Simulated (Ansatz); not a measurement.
Basis sets compared for SiMeCl3 (CH3Cl3Si). Total charge 0; singlet. Geometry PBE0-D4/def2-SVP. Ansatz on 2 threads of Intel Xeon Platinum 8488C on a shared host; times are rough, and most runs start from earlier orbitals.

```xyz
8

Si   -0.6734   -0.4029   -0.1175
C     0.8940    0.5350    0.1560
H     1.0407    0.7181    1.2309
H     0.8508    1.5015   -0.3679
H     1.7493   -0.0409   -0.2278
Cl   -0.9694   -0.7487   -2.1192
Cl   -2.2821    0.6523    0.5989
Cl   -0.6100   -2.2142    0.8467
```

Binding counts from free atoms (Si triplet, C triplet, H doublet, Cl doublet) in the same basis, without a counterpoise term.

```
                          level  functions  energy (Eh)  HOMO (eV)  LUMO (eV)  binding per atom (eV)  wall time
                      HF/STO-3G         44   -1688.6826     -11.06       6.44                   3.37      0.3 s
                   HF/def2-TZVP        197   -1707.2931     -12.49       3.62                   2.79      3.3 s
                PBE-D4/def2-SVP        101   -1708.8564      -7.52      -0.46                   3.72      1.9 s
               PBE-D4/def2-TZVP        197   -1709.4905      -7.74      -0.93                   3.73      3.4 s
            r2SCAN-D4/def2-TZVP        197   -1710.1163      -8.12      -0.54                   3.71        6 s
               PBE0-D4/def2-SVP        101   -1709.0110      -9.03       0.54                   3.68      2.2 s
PBE0-D4/def2-TZVP (with forces)        197   -1709.6375      -9.16       0.09                   3.70        9 s
```

Problem. Estimate the rows for PBE-D4/def2-TZVPD, r2SCAN-D4/def2-TZVPD, PBE0-D4/def2-TZVPD.

Solution. 
```csv
level,functions,energy (Eh),HOMO (eV),LUMO (eV),binding per atom (eV),wall time
PBE-D4/def2-TZVPD,245,-1709.4929,-7.80,-1.20,3.73,6 s
r2SCAN-D4/def2-TZVPD,245,-1710.1179,-8.15,-0.74,3.71,7 s
PBE0-D4/def2-TZVPD,245,-1709.6393,-9.20,-0.35,3.70,8.5 s
```
